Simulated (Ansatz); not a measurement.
```yaml
crystal:
  periodic: [false, false, false]
  atoms:
    - {symbol: F, position_ang: [1.366696, 1.350402, -1.787621]}
    - {symbol: B, position_ang: [0.447493, 0.302972, -1.814548]}
    - {symbol: B, position_ang: [-0.536015, 0.352794, -0.306433]}
    - {symbol: Si, position_ang: [-0.445911, -0.688167, 1.343651]}
    - {symbol: H, position_ang: [0.923834, -0.611052, -2.653823]}
    - {symbol: H, position_ang: [-1.645969, 0.696259, -0.533947]}
    - {symbol: H, position_ang: [-1.076231, -1.249841, 1.484390]}
    - {symbol: H, position_ang: [1.616748, -1.182470, 1.290174]}
    - {symbol: H, position_ang: [-0.232443, 0.625369, 2.625117]}
basis:
  gaussian: {orbitals: ANO-RCC-VTZP}
hamiltonian: {xc: {name: wB97}}
```

```sh
$ ansatz run in.yaml --threads 2 --pin off --events-out ev --progress --plain --max-ram 4352MiB
```

It prints (some lines left out):

```
Functional definition: wB97
1393 factors; their error is unknown
505 factors; integrals over basis functions are off by at most 9.5e-5 eV
mean field evaluation 1: about -12032.8169 eV, gradient 3.1e1 eV
mean field evaluation 2: about -12033.1089 eV, gradient 3.7e1 eV
mean field evaluation 4: about -12034.8772 eV, gradient 7.6e-1 eV
mean field evaluation 8: about -12034.8568 eV, gradient 2.0e-1 eV
mean field evaluation 16: about -12034.8570 eV, gradient 3.6e-5 eV
mean field -12034.85700392 eV, -442.2728373749 hartree, gradient 3.8e-5 eV, S^2 0.000000; 0 other end points of the search recorded, 0 dependent functions left out
reference -12034.85698556 eV, -442.2728367004 hartree; 19, 19 occupied and 175, 175 virtual orbitals, 1393 factors
Total energy: -12034.85698556 eV, -442.2728367004 hartree
Relativity: scalar
```

Run time 15 s (2 threads of an Arm Neoverse V1 on a shared host); peak host memory 0.46 GiB.
